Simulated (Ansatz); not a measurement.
Geometry optimisation, Ansatz 0.2.0, RKS PBE-D4/6-31G*.

Input file:

```yaml
crystal:
  periodic: [false, false, false]
  atoms:
    - { symbol: Si, position_ang: [1.4139, -2.4253, 0.0472] }
    - { symbol: "N", position_ang: [2.0448, -1.0092, -0.8864] }
    - { symbol: Al, position_ang: [0.5466, -0.0925, -1.7117] }
    - { symbol: C, position_ang: [-0.41794, -1.06284, -3.14037] }
    - { symbol: Si, position_ang: [0.75506, -1.41313, -4.55702] }
    - { symbol: Si, position_ang: [1.50413, 0.43754, -5.5459] }
    - { symbol: H, position_ang: [0.6593, -3.2752, -0.8675] }
    - { symbol: H, position_ang: [2.4983, -3.1119, 0.664] }
    - { symbol: H, position_ang: [0.4656, -1.8627, 1.1248] }
    - { symbol: H, position_ang: [2.4626, -0.3498, -0.1608] }
    - { symbol: H, position_ang: [0.21672, 1.37601, -1.30141] }
    - { symbol: H, position_ang: [-0.87757, -1.96291, -2.80977] }
    - { symbol: H, position_ang: [-1.25207, -0.29839, -3.59965] }
    - { symbol: H, position_ang: [1.89111, -2.19258, -4.07583] }
    - { symbol: H, position_ang: [0.06836, -2.21843, -5.57782] }
    - { symbol: H, position_ang: [2.4394, 0.06334, -6.6409] }
    - { symbol: H, position_ang: [2.1882, 1.24662, -4.54146] }
    - { symbol: H, position_ang: [0.37599, 1.19053, -6.11697] }
basis:
  gaussian: { orbitals: "6-31G*" }
hamiltonian:
  xc: pbe
  dispersion: d4
relax:
  f_tol: 0.015
  max_steps: 40
output:
  orbitals: {}
```

Run as:

```bash
$ ansatz run input.yaml --threads 2 --pin off --max-ram 3072MiB --backend cpu --events-out ev --progress --plain --runs-dir out
```

Task: Where does it end, and by what steps?

Result: The forces met the threshold. After 22 steps the energy has fallen by 1.026 eV; H8 moved furthest, 1.41 Å.

```csv
step,energy less start (eV),largest force component (eV/Å),accepted
0,0.0000,3.221,yes
1,-0.6357,1.064,yes
2,-0.8021,0.450,yes
3,-0.9009,0.336,yes
4,-0.9593,0.167,yes
5,-0.9864,0.234,yes
6,-0.9820,0.271,no
7,-1.0046,0.044,yes
8,-1.0097,0.040,yes
9,-1.0125,0.099,yes
10,-1.0143,0.064,yes
11,-1.0164,0.047,yes
12,-1.0184,0.076,yes
13,-1.0201,0.049,yes
14,-1.0213,0.052,yes
15,-1.0225,0.053,yes
16,-1.0235,0.065,yes
17,-1.0246,0.070,yes
18,-1.0251,0.069,yes
19,-1.0258,0.043,yes
20,-1.0260,0.025,yes
21,-1.0262,0.015,yes
22,-1.0263,0.008,yes
```

```xyz
18
Properties=species:S:1:pos:R:3
Si 1.629 -2.318 -0.270
N 1.360 -0.617 -0.584
Al 0.304 0.162 -1.831
C -0.674 -0.971 -3.109
Si 0.502 -1.588 -4.456
Si 1.780 0.221 -5.249
H 0.669 -3.088 -1.126
H 3.026 -2.773 -0.596
H 1.380 -2.673 1.172
H 1.890 0.022 0.017
H 0.236 1.760 -1.819
H -1.139 -1.842 -2.612
H -1.476 -0.372 -3.579
H 1.465 -2.585 -3.869
H -0.194 -2.267 -5.606
H 2.900 -0.190 -6.161
H 2.392 0.919 -4.059
H 0.934 1.239 -5.959
```

Time of the run: 110 s on 2 threads of Intel(R) Xeon(R) Platinum 8488C (Sapphire Rapids), with other jobs on the host, peak memory 0.23 GiB.
